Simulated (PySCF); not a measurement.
**Spinor energies of Ba⁵²⁺ (barium, charge +52)**

Start: [He] 2s2. Calculated with PySCF 2.14 in an even-tempered Gaussian basis (17 s from 32 bohr⁻², ratio 2.4; 12 p from 42 bohr⁻², ratio 2.4; 5 d from 130 bohr⁻², ratio 2.6; 4 f from 200 bohr⁻², ratio 2.6): generalised Hartree-Fock with the X2C-1e Hamiltonian and a Gaussian nucleus; one run each with spin-orbit coupling (SO) switched off, then screened by Boettger's factors.

```csv
spinor shell,electrons,"ε, spin-free (eV)","ε, screened SO (eV)",weight of nominal j (screened SO),"rms radius, screened SO (bohr)"
1s1/2,2,-42926.1,-42926.1,1.000,0.0290
2s1/2,2,-10387.5,-10387.5,1.000,0.112
```

```
   quantity    spin-free  screened SO
E (hartree)  -4012.60440  -4012.60440
        M_J            0            0
       ⟨J²⟩        0.000        0.000
       ⟨L²⟩        0.000        0.000
       ⟨S²⟩        0.000        0.000
```

Breit and QED terms are absent; they matter most for the inner s and p1/2 levels.

Densities and radii are taken from the X2C orbitals without a picture-change correction, which distorts them close to the nucleus.

Without spin-orbit coupling the j labels of p, d and f shells carry no meaning; the spin-free column gives the mean over the occupied spinors of each nl shell.
